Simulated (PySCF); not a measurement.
LiCl, SMILES [Li][Cl].

Geometry: PBE0-D3(BJ)/def2-TZVPD.

Level of theory: PBE0-D3(BJ)/def2-TZVPD (PySCF 2.14.0).

Frequencies are harmonic and unscaled.

Computed harmonic wavenumbers and intensities:
```tsv
mode	ν (cm⁻¹)	IR (km/mol)	moving atoms (share of kinetic energy)
1	647	128.6	Li 84 %, Cl 16 %
```
